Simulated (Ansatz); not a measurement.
Program: Ansatz. Geometries: PBE0-D4/def2-TZVP. ΔE: electronic, gas phase. CBS: MP2 limit from def2 TZ/QZ plus the TZ coupled-cluster correction, frozen cores. DFT in def2-TZVPP. One conformer a species, not always the lowest.

Consider the isomerisation: `CBOC(=O)O` → `C=COB(O)O`.

```csv
level,ΔE (eV)
PBE-D4,-1.70
PBE0-D4,-1.77
B2PLYP,-1.89
PBE0,-1.76
MP2/def2-TZVPP,-1.94
CCSD(T)/def2-TZVPP,-1.93
MP2/def2-QZVPP,-1.99
MP2/CBS(def2),-2.01
```

(1) What does CCSD(T)/CBS give? (Best estimate.)

Largest T1 diagnostic among the species: 0.014.

## Answers

(1) Ansatz gave: -2.00 eV. The listed levels differ from it by 0.30, 0.23, 0.11, 0.24, 0.06, 0.07, 0.01, -0.01 eV.

In def2-TZVPP, CCSD(T) changes the Hartree–Fock value by −0.07 eV (the triples alone add +0.02 eV) and MP2 by −0.08 eV. From PBE to PBE0 (25 % exact exchange), in def2-TZVPP and without D4, ΔE moves by −0.07 eV.
